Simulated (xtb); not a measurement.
C4H9O (SMILES CCC[CH]O), doublet, geometry from GFN2-xTB; xtb with GFN0-xTB.

Here is a job for xtb.
```
$ xtb mol.xyz --gfn 0 --uhf 1 --ohess --json

# file mol.xyz
14

C      2.39287864    -0.22825278    -0.04182520
C      0.94472545    -0.38108691    -0.48518080
C      0.02179908     0.62178197     0.24243653
C     -1.39310057     0.50801669    -0.17086519
O     -2.15903748    -0.41259035     0.50925971
H      3.02825774    -0.94199644    -0.56186957
H      2.75476879     0.77485085    -0.25788138
H      2.48460822    -0.40246123     1.02792542
H      0.59718513    -1.39334774    -0.27242075
H      0.86967313    -0.21746926    -1.56246987
H      0.08492459     0.43710470     1.31592344
H      0.38065397     1.63339610     0.03535177
H     -1.69534850     0.76633321    -1.17424414
H     -3.03023866    -0.47844112     0.10821545
```

The log (banner, timings and long lists left out):

```
   ID    Z sym.   atoms
    1    6 C      1-4
    2    8 O      5
    3    1 H      6-14

           -------------------------------------------------
          |                Calculation Setup                |
           -------------------------------------------------

           -------------------------------------------------
          |                 G F N 0 - x T B                 |
           -------------------------------------------------

          ...................................................
          :                      SETUP                      :
          :.................................................:
          :  # basis functions                  38          :
          :  # atomic orbitals                  38          :
          :  # shells                           28          :
          :  # electrons                        31          :
          :  electronic temp.          300.0000000     K    :
          :  accuracy                    1.0000000          :
          :  -> integral cutoff          0.2500000E+02      :
          :  -> integral neglect         0.1000000E-07      :
          ...................................................

         :::::::::::::::::::::::::::::::::::::::::::::::::::::
         ::                     SUMMARY                     ::
         :::::::::::::::::::::::::::::::::::::::::::::::::::::
         :: total energy             -16.662876311837 Eh    ::
         :: gradient norm              0.031535660147 Eh/a0 ::
         :: HOMO-LUMO gap              4.220678309924 eV    ::
         ::.................................................::
         :: H0 energy                -16.829302066019 Eh    ::
         :: repulsion energy           0.221927488251 Eh    ::
         :: electrostat energy        -0.039434173541 Eh    ::
         :: -> Gsolv                   0.000000000000 Eh    ::
         ::    -> Gsasa                0.000000000000 Eh    ::
         ::    -> Gshift               0.000000000000 Eh    ::
         :: dispersion energy         -0.003235234272 Eh    ::
         :: short-range corr.         -0.012832326256 Eh    ::
         :: add. restraining           0.000000000000 Eh    ::
         :: total charge              -0.000000000000 e     ::
         :::::::::::::::::::::::::::::::::::::::::::::::::::::

      -----------------------------------------------------------
     |                   =====================                   |
[...]
 * total energy  :   -16.6628763 Eh     change        0.0000000E+00 Eh
 * total energy  :   -16.6640329 Eh     change       -0.1156594E-02 Eh
 * total energy  :   -16.6645410 Eh     change       -0.5081255E-03 Eh
 * total energy  :   -16.6646269 Eh     change       -0.8588760E-04 Eh
 * total energy  :   -16.6646815 Eh     change       -0.5460670E-04 Eh
 * total energy  :   -16.6646918 Eh     change       -0.1027533E-04 Eh
 * total energy  :   -16.6646949 Eh     change       -0.3112231E-05 Eh
   *** GEOMETRY OPTIMIZATION CONVERGED AFTER 7 ITERATIONS ***
         :: total energy             -16.664694913128 Eh    ::
[...]

    mode    ω/cm⁻¹     T·S(HO)/kcal·mol⁻¹    T·S(FR)/kcal·mol⁻¹   T·S(vib)
   ------------------------------------------------------------------------
       1     61.97    -1.30987 ( 70.24%)    -0.99245 ( 29.76%)    -1.21541
       2     81.47    -1.14938 ( 87.58%)    -0.91152 ( 12.42%)    -1.11983
       3    213.64    -0.59999 ( 99.70%)    -0.62619 (  0.30%)    -0.60007
       4    230.52    -0.55899 ( 99.78%)    -0.60366 (  0.22%)    -0.55909
   ------------------------------------------------------------------------

   temp. (K)  partition function   enthalpy   heat capacity  entropy
                                   cal/mol     cal/K/mol   cal/K/mol   J/K/mol
 298.15  VIB   55.0                 2664.729     17.611     16.487
         ROT  0.996E+05              888.752      2.981     25.852
         INT  0.548E+07             3553.481     20.592     42.338
         TR   0.605E+27             1481.254      4.968     38.767
         TOT                        5034.7351    25.5597    81.1052   339.3443

       T/K    H(0)-H(T)+PV         H(T)/Eh          T*S/Eh         G(T)/Eh
   ------------------------------------------------------------------------
    298.15    0.802336E-02    0.128467E+00    0.385357E-01    0.899312E-01
   ------------------------------------------------------------------------

         :::::::::::::::::::::::::::::::::::::::::::::::::::::
         ::                  THERMODYNAMIC                  ::
         :::::::::::::::::::::::::::::::::::::::::::::::::::::
         :: total free energy         -16.574763699199 Eh   ::
         ::.................................................::
         :: total energy              -16.664694913128 Eh   ::
         :: zero point energy           0.120443567316 Eh   ::
         :: G(RRHO) w/o ZPVE           -0.030512353388 Eh   ::
         :: G(RRHO) contrib.            0.089931213929 Eh   ::
         :::::::::::::::::::::::::::::::::::::::::::::::::::::

optimized geometry written to: xtbopt.xyz

           -------------------------------------------------
          | TOTAL ENERGY              -16.664694913128 Eh   |
          | TOTAL ENTHALPY            -16.536227984733 Eh   |
          | TOTAL FREE ENERGY         -16.574763699199 Eh   |
          | GRADIENT NORM               0.000495260044 Eh/α |
          | HOMO-LUMO GAP               4.377481107888 eV   |
           -------------------------------------------------

normal termination of xtb
```
